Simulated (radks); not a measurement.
Results of a calculation; reference values are marked as such.
Q: These are the eigenvalues of the occupied orbitals of an atom or ion with whole-number occupations (eV). Code: a radial shooting solver on a logarithmic mesh with Libxc functionals. Model: scalar-relativistic Kohn-Sham, SCAN, spin-polarised, spherical densities, finite nucleus; meta-GGA in the generalised Kohn-Sham scheme; Fermi nuclear charge, rms radius of each element as measured or else 0.836 A^(1/3) + 0.57 fm.

1s up: -47544.55
1s down: -47544.51
2s up: -8460.839
2s down: -8460.049
2p up: -7630.607
2p down: -7629.916
3s up: -2458.566
3s down: -2458.154
3p up: -2196.885
3p down: -2196.378
3d up: -1848.080
3d down: -1847.257
4s up: -1026.449
4s down: -1023.097
4p up: -931.4064
4p down: -928.1082
4d up: -800.1306

Which element is it, and in what charge state? The configuration may be excited. Open shells, if any, are filled with parallel spins first.

A: Z = 62, samarium, charge +25: Sm25+ in [Kr] 4d1. The list shows which subshells hold electrons but not how many an open one holds; the 1s level, -1747.2 hartree, gives Z - s = 59.1 by -(Z - s)^2/2, which with screening and relativity narrows Z to a few neighbours, and the depths of the outer levels then fix element, charge and occupations together.
